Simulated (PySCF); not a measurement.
CH6AlClGe, SMILES [Cl][Al]([GeH3])[CH3].

Coordinates come from a B3LYP-D3(BJ)/def2-SVP optimisation. The structure was generated by enumeration; whether it is a known compound was not checked.

Two levels are set side by side: TDDFT-PBE/def2-SVPD (PySCF) and TDDFT-M06-2X/def2-SVPD (PySCF). Vertical, same geometry. The lowest singlet is HOMO→LUMO 98 % with PBE and HOMO→LUMO 98 % with the other functional; states are paired by order. Differences are taken from unrounded values.

```csv
quantity,TDDFT-M06-2X
lowest singlet excitation (eV),4.59
lowest triplet excitation (TDA) (eV),4.09
first bright state (f over 0.05) (eV),6.11
its oscillator strength,0.27
```

Question: What does TDDFT-PBE give, and how far is it from TDDFT-M06-2X? (The exact figures need the calculation; the answer reports its results.)

Answer: 
```tsv
quantity	TDDFT-PBE	TDDFT-PBE minus TDDFT-M06-2X
lowest singlet excitation (eV)	4.32	-0.26
lowest triplet excitation (TDA) (eV)	3.83	-0.26
first bright state (f over 0.05) (eV)	5.53	-0.57
its oscillator strength	0.19	-0.08
```

Functionals without exact exchange tend to place singlet excitations lower, as here. Differences between two approximate levels are no errors against the true value.

Rough cost on one machine, each run with all the roots and properties that it gave: TDDFT-M06-2X against TDDFT-PBE about 10 times.
